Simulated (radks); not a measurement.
Question: The mean radii <r> (bohr) of the occupied orbitals of an atom or ion are listed with their occupations. Calculated with a radial shooting solver on a logarithmic mesh with Libxc functionals: Dirac Kohn-Sham, PBE, spin-unpolarised, spherical densities, finite nucleus; Fermi nuclear charge, rms radius of each element as measured or else 0.836 A^(1/3) + 0.57 fm.

| orbital | occ. | <r> |
|---|---|---|
| 1s1/2 | 2 | 0.06355 |
| 2s1/2 | 2 | 0.2915 |
| 2p1/2 | 2 | 0.2563 |
| 2p3/2 | 4 | 0.2591 |
| 3s1/2 | 2 | 0.8017 |
| 3p1/2 | 2 | 0.8077 |
| 3p3/2 | 1 | 0.8128 |

Name the element and its charge. Open shells, if any, fill j = l - 1/2 first.

Answer: Z = 24, chromium, charge +9: Cr9+ in [Ne] 3s2 3p3. The 1s radius gives Z: for a bare nucleus <r> = (2 gamma + 1)/(2Z) with gamma = sqrt(1 - (Z/c)^2), 0.06186 bohr for Z = 24, and screening makes it slightly larger (0.06355 here). The occupations add up to 15, and the charge is Z minus that.
